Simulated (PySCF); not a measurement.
**A scan of NiBr⁺ with bad points**

BLYP; PySCF, no relativity, basis sets Ni def2-TZVPPD, Br def2-TZVPPD; triplet, unpaired electrons π ↑, δ ↑ requested.

```tsv
R (Å)	E (eV)	⟨S²⟩	⟨Lz²⟩	μ (D)
1.962	0.617	2.00	3.88	-3.90
2.049	0.240	2.00	3.60	-4.07
2.115	0.087	2.00	3.45	-4.20
2.180	0.014	2.00	3.33	-4.32
2.245	0.000	2.00	3.23	-4.44
2.333	-0.405	2.00	2.53	-5.13
2.442	-0.251	2.00	2.63	-5.36
```

The run flagged 2.333, 2.442 Å: there the SCF either missed its threshold or ended in another occupation than the one requested, so the fit leaves that out.
